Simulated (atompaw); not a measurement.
# u(r) = r·R(r): atom against pseudo-atom (sulfur (S))

Columns: radius, all-electron u(r) and pseudo u(r) of the 3p shell (level -11.70 eV) of sulfur in the configuration [Ne] 3s2 3p3.5; PBE, scalar-relativistic, PAW (atompaw) scheme, atompaw 4.2.0.5.

```json
{"r (bohr)": "0.060", "all-electron": "-0.0825", "pseudo": "0.0038"}
{"r (bohr)": "0.119", "all-electron": "-0.2069", "pseudo": "0.0150"}
{"r (bohr)": "0.179", "all-electron": "-0.2994", "pseudo": "0.0336"}
{"r (bohr)": "0.238", "all-electron": "-0.3409", "pseudo": "0.0585"}
{"r (bohr)": "0.298", "all-electron": "-0.3369", "pseudo": "0.0898"}
{"r (bohr)": "0.358", "all-electron": "-0.2969", "pseudo": "0.1265"}
{"r (bohr)": "0.417", "all-electron": "-0.2331", "pseudo": "0.1667"}
{"r (bohr)": "0.477", "all-electron": "-0.1525", "pseudo": "0.2110"}
{"r (bohr)": "0.537", "all-electron": "-0.0635", "pseudo": "0.2575"}
{"r (bohr)": "0.596", "all-electron": "0.0270", "pseudo": "0.3045"}
{"r (bohr)": "0.656", "all-electron": "0.1180", "pseudo": "0.3526"}
{"r (bohr)": "0.715", "all-electron": "0.2040", "pseudo": "0.3993"}
{"r (bohr)": "0.775", "all-electron": "0.2861", "pseudo": "0.4453"}
{"r (bohr)": "0.835", "all-electron": "0.3616", "pseudo": "0.4892"}
{"r (bohr)": "0.894", "all-electron": "0.4289", "pseudo": "0.5296"}
{"r (bohr)": "0.954", "all-electron": "0.4902", "pseudo": "0.5677"}
{"r (bohr)": "1.013", "all-electron": "0.5436", "pseudo": "0.6017"}
{"r (bohr)": "1.073", "all-electron": "0.5908", "pseudo": "0.6327"}
{"r (bohr)": "1.133", "all-electron": "0.6313", "pseudo": "0.6600"}
{"r (bohr)": "1.192", "all-electron": "0.6646", "pseudo": "0.6833"}
{"r (bohr)": "1.252", "all-electron": "0.6923", "pseudo": "0.7035"}
{"r (bohr)": "1.312", "all-electron": "0.7142", "pseudo": "0.7201"}
{"r (bohr)": "1.371", "all-electron": "0.7305", "pseudo": "0.7331"}
{"r (bohr)": "1.431", "all-electron": "0.7422", "pseudo": "0.7430"}
{"r (bohr)": "1.490", "all-electron": "0.7495", "pseudo": "0.7496"}
{"r (bohr)": "1.550", "all-electron": "0.7529", "pseudo": "0.7529"}
```

(1) How many radial nodes do the two functions have?

(2) Is the pseudo-wave norm-conserving?

Results:

(1) The all-electron 3p function has n − l − 1 = 1; the pseudo-wave has 0, since the states of the same l below it are removed with the core.

(2) No, it belongs to a PAW set: the norm inside the radius is not constrained, and the difference is carried by the augmentation charge.
